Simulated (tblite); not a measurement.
Species: C7H11FSi.
Cartesian coordinates in Å at the GFN2-xTB level; atoms count from 1:
```xyz
20
C7H11FSi angstrom
C      3.6885    0.0330   -0.0314
C      2.4437   -0.0725   -0.4684
Si     0.9419   -0.3546    0.6305
C     -0.2138   -1.7183   -0.0437
C     -1.4826   -0.9971   -0.3790
C     -1.5603    0.3071   -0.1642
C     -2.7635    1.1527   -0.4525
F     -3.8021    0.4266   -0.9829
C     -0.3706    1.0212    0.4146
H      3.9246   -0.0404    1.0171
H      4.5266    0.1971   -0.6913
H      2.2680    0.0090   -1.5356
H      1.3194   -0.5507    2.0362
H     -0.4198   -2.5057    0.6824
H      0.1732   -2.2190   -0.9328
H     -2.3071   -1.5599   -0.7916
H     -2.5256    1.9394   -1.1811
H     -3.1431    1.6203    0.4660
H     -0.6482    1.4978    1.3558
H     -0.0544    1.8246   -0.2531
```

Level: GFN2-xTB in tblite, geometry and Hessian alike; calculated harmonic values, unscaled, isolated species. This tight-binding method is rough: wavenumbers can miss measured ones by several per cent, in bad cases by 10 to 20. Modes of hydrogen on silicon can be 10 to 20 % off. One conformer, not necessarily the lowest.

Harmonic wavenumbers (cm⁻¹): 27.3, 40.4, 69.2, 130.8, 164.1, 190.7, 218.4, 270.2, 374.0, 393.8, 463.6, 492.6, 592.1, 617.6, 633.4, 674.3, 735.6, 749.0, 766.9, 784.2, 855.5, 889.4, 919.1, 954.0, 1006.1, 1025.0, 1035.1, 1054.7, 1091.5, 1112.2, 1136.7, 1211.7, 1215.3, 1248.5, 1268.4, 1278.5, 1334.6, 1419.3, 1435.8, 1463.4, 1468.1, 1668.8, 1740.5, 2216.6, 2890.8, 2910.7, 2957.4, 2959.2, 2982.7, 2984.8, 3017.8, 3078.2, 3081.2, 3110.0.

A = 3626, B = 636.2, C = 589.8 MHz; mass 142.061 u (most abundant isotopes); point group C1, symmetry number 1.

Problem. Zero-point energy?

Solution. ½Σν̃ = 34205 cm⁻¹ = 97.80 kcal/mol.

Problem. Entropy at 500 K, 1 bar (ideal gas, RRHO, classical rotation)?

Solution. Translation 43.36, rotation 31.39, vibration 56.24: S = 131.0 cal/(mol K).

Problem. And Cp and H(500 K) − H(0)?

Solution. Cp = 61.19 cal/(mol K), of which vibrations give 53.24 (their classical limit is 54 R = 107.3); H(500 K) − H(0) = 17.83 kcal/mol without the zero-point energy, 13.86 from vibrations.

Problem. Blend soft modes into free rotors: weight 1/[1 + (100 cm⁻¹/ν̃)⁴] for the oscillator and the rest for a rotor with moment μB/(μ + B), μ = h/(8π²ν), B = 10⁻⁴⁴ kg m². What vibrational entropy results?

Solution. 50.40 cal/(mol K) in place of 56.24, which changes −T·S at 500 K by +2.92 kcal/mol.

Problem. What must be added to the electronic energy to get the Gibbs energy at 500 K and 1 bar?

Solution. ZPE + [H(500 K) − H(0)] − T·S = 97.80 + 17.83 − 65.49 = 50.14 kcal/mol.

Problem. How do the functions run with temperature in this model?

Solution. 
```tsv
T (K)	S (cal/(mol K))	Cp (cal/(mol K))	H − H(0) (kcal/mol)	G − H(0) (kcal/mol)	ln q(vib)
150	82.9	24.7	2.55	-9.89	4.36
250	98.0	35.6	5.55	-18.95	7.29
298.15	104.7	41.1	7.39	-23.83	8.67
400	118.4	52.1	12.15	-35.19	11.55
600	142.8	68.6	24.33	-61.36	17.12
900	173.8	84.0	47.43	-109.02	24.99
```

q(vib) and H(0) count from the zero-point level.

Problem. Which modes carry the vibrational entropy at 500 K?

Solution. 27.3 cm⁻¹: 7.04; 40.4 cm⁻¹: 6.26; 69.2 cm⁻¹: 5.20; 130.8 cm⁻¹: 3.94; 164.1 cm⁻¹: 3.50; 190.7 cm⁻¹: 3.20 cal/(mol K); the other 48 give 27.09 together.

Hindered rotation and anharmonicity are outside this model. Other conformers, if any are populated, would add a mixing term that is left out. The structure is chiral; the term R ln 2 for an equal mix with its mirror image is left out.

The run took 2.8 s on Intel Xeon at 2.50 GHz, one thread, no GPU, shared host. The figure is for the frequency step alone.
